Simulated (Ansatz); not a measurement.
Ansatz (an electronic-structure program) input (PBE0/def2-TZVP):

Ansatz 0.2 input:
```yaml
crystal:
  periodic: [false, false, false]
  atoms:
    - {symbol: O, position_ang: [-2.20585740, 1.50664434, -0.08220095]}
    - {symbol: B, position_ang: [-1.72396011, 0.22847106, -0.06715083]}
    - {symbol: O, position_ang: [-2.64119472, -0.79192799, -0.10023699]}
    - {symbol: C, position_ang: [-0.17546988, 0.01267929, -0.01081324]}
    - {symbol: C, position_ang: [0.68058869, 1.11153083, 0.13720403]}
    - {symbol: C, position_ang: [2.05778166, 0.94826869, 0.19571503]}
    - {symbol: C, position_ang: [2.61203279, -0.32379397, 0.10333616]}
    - {symbol: C, position_ang: [1.78341073, -1.42949045, -0.04790451]}
    - {symbol: C, position_ang: [0.40678938, -1.25659940, -0.10286189]}
    - {symbol: H, position_ang: [-3.16864841, 1.53559383, -0.10701614]}
    - {symbol: H, position_ang: [-2.26004664, -1.67277368, -0.05987728]}
    - {symbol: H, position_ang: [0.25193250, 2.10269061, 0.20709907]}
    - {symbol: H, position_ang: [2.70102574, 1.81128468, 0.31228842]}
    - {symbol: H, position_ang: [3.68598658, -0.45341526, 0.14775389]}
    - {symbol: H, position_ang: [2.20988679, -2.42157290, -0.12357725]}
    - {symbol: H, position_ang: [-0.21471897, -2.13746333, -0.22946657]}
basis:
  gaussian:
    orbitals: def2-TZVP
hamiltonian:
  xc: {name: PBE0}
```

End of the output:

```
integrals: 0.36 GiB planned
1859 factors; their error is unknown
0.47 GiB of the device are held for the grids
2.06 GiB of device memory are held for the factors and their scratch space
mean field: 2.37 GiB planned
mean field evaluation 1: about -11086.8251 eV, gradient 8.5e1 eV
mean field evaluation 2: about -11079.1903 eV, gradient 1.1e2 eV
mean field evaluation 4: about -11100.9693 eV, gradient 4.6e0 eV
mean field evaluation 8: about -11101.0091 eV, gradient 7.1e-1 eV
mean field evaluation 16: about -11101.0099 eV, gradient 1.6e-4 eV
mean field -11101.00986593 eV, -407.9545880381 hartree, gradient 2.8e-5 eV, S^2 0.000000; 0 other end points of the search recorded, 0 dependent functions left out
reference -11101.00990175 eV, -407.9545893547 hartree; 32, 32 occupied and 289, 289 virtual orbitals, 1859 factors
Total energy: -11101.00990175 eV, -407.9545893547 hartree
```
